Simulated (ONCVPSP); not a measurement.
## Potentials for zinc compared

Generated with ld1.x 7.5 (TM, RRKJ, ultrasoft, PAW), atompaw 4.2 or ONCVPSP 4.0.1. The cutoff is in Ry: for ld1.x and atompaw files where the sum of valence levels is converged to 10 mRy in a Bessel basis, for ONCV files where the hardest occupied wave has 1 mHa per electron of residual kinetic energy. The error is the largest all-electron minus pseudo excitation energy over each file’s own four to seven test configurations (ionisations up to +4, promotions, holes and added fractions of an electron), all of which were solved. The labels leave out finer settings (local radius, basis sizes, second energies), which also bear on the numbers. Spin-polarised tests are not counted. The rows are a selection from randomly drawn settings: files with unsolved tests, undetermined cutoffs or missed reference levels are left out.

A true bound ghost makes a file unfit for plane-wave use even where its test errors are small: the radial tests pick states by their node count and pass the ghost by.

```csv
potential,cutoff (Ry),largest error (meV),bound ghosts
"ONCV, PBEsol, scalar-relativistic, rc 2.15/2.25/1.20 (spd), local smoothed, core correction yes, reference 3d10 4s2, qcut 2.9/3.9/12.6, projectors 3/2/2",128,-356,s
"ONCV, PBE, scalar-relativistic, rc 2.25/2.00 (sp), local smoothed, core correction yes, reference 4s2, qcut 2.9/3.7, projectors 2/1",8,-229,none
"ONCV, PBE, fully relativistic, rc 0.95/0.85/1.30 (spd), local smoothed, core correction yes, reference 3s2 3p6 3d10 4s2, qcut 12.8/19.9/14.2, projectors 2/2/2",209,+9.8,none
"ONCV, PBE, scalar-relativistic, rc 2.30/1.80/1.30 (spd), local smoothed, core correction yes, reference 3d10 4s2, qcut 3/3.8/14.4, projectors 2/2/2",142,-85,none
"ONCV, PBE, scalar-relativistic, rc 0.95/1.05/1.05 (spd), local smoothed, core correction yes, reference 3s2 3p6 3d10 4s1 4p1, qcut 16.5/11.7/15.9, projectors 2/2/3",190,+9.4,none
"ONCV, PBE, scalar-relativistic, rc 2.10/1.90/1.25 (spd), local smoothed, core correction yes, reference 3d10 4s2, qcut 2.9/4/13.5, projectors 2/1/2",138,-699,none
```

Question: Fill in the row for Zn: ONCV, PBEsol, scalar-relativistic, rc 1.35/1.00/1.20 (spd), local smoothed, core correction yes, reference 3s2 3p6 3d10 4s2, qcut 7.6/13.4/15.1, projectors 2/1/2.

Answer: cutoff 161 Ry, largest error -403 meV, bound ghosts: none.
